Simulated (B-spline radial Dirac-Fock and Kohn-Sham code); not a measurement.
## Relativistic shifts of the levels of Mg⁵⁺

System: Mg⁵⁺, [He] 2s2 2p3.

Both columns are ΔSCF binding energies of the configuration average from a radial atomic solver: non-relativistic Hartree-Fock with a point nucleus, and Dirac-Fock with a finite nucleus and the Coulomb interaction alone, averaged over the two j levels with weights 2j+1.

| shell | Hartree-Fock (eV) | Dirac-Fock (eV) | shift (eV) | shift (%) |
| --- | --- | --- | --- | --- |
| 1s | 1466.7 | 1469.3 | +2.63 | +0.18 |
| 2s | 211.1 | 211.5 | +0.48 | +0.23 |
| 2p | 181.9 | 182.0 | +0.05 | +0.03 |

Relativity binds 1s, 2s, 2p more strongly, among those listed most of all 2s in relative terms.

Values without a named source are computed, but for edge energies of neutral atoms, which are taken from tables.
